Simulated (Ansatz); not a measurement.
C3H8BF, SMILES `BC(C)(C)F`, relaxed with RKS PBE-D4/def2-SVP in the Gaussian-basis code of Ansatz from a rough embedded geometry. The force threshold is 0.03 eV/Å; the program also tests the step.

Charge 0, multiplicity 1.

Start:

```xyz
13

B     0.390   -1.373    0.606
C    -0.201    0.018    0.351
C     0.925    1.000    0.145
C    -1.122    0.049   -0.831
F    -0.961    0.398    1.463
H     1.092   -1.963   -0.176
H     0.190   -1.967    1.656
H     1.585    1.102    1.081
H     0.554    2.060   -0.017
H     1.573    0.773   -0.742
H    -1.931   -0.737   -0.725
H    -0.538   -0.293   -1.776
H    -1.556    0.932   -1.035
```

| step | energy (eV) | largest force (eV/Å) | largest move (Å) |
| --- | --- | --- | --- |
| 1 | -6620.2439 | 5.914 | 0.000 |
| 2 | -6620.6471 | 1.708 | 0.055 |
| 3 (rejected) | -6620.6220 | 0.789 | 0.200 |
| 4 | -6620.6933 | 0.156 | 0.088 |
| 5 | -6620.6956 | 0.109 | 0.027 |
| 6 | -6620.6970 | 0.017 | 0.030 |

End:

```xyz
13

B     0.419   -1.402    0.645
C    -0.209    0.006    0.340
C     0.944    1.013    0.173
C    -1.122   -0.013   -0.892
F    -0.994    0.461    1.431
H     1.070   -1.950   -0.226
H     0.293   -1.927    1.733
H     1.604    1.030    1.064
H     0.513    2.030    0.055
H     1.560    0.783   -0.718
H    -1.969   -0.714   -0.750
H    -0.567   -0.318   -1.800
H    -1.543    1.001   -1.054
```

It took 8.5 s on 4 threads of an Arm Neoverse V1 on a shared host, with 0.15 GiB of host memory at the peak.
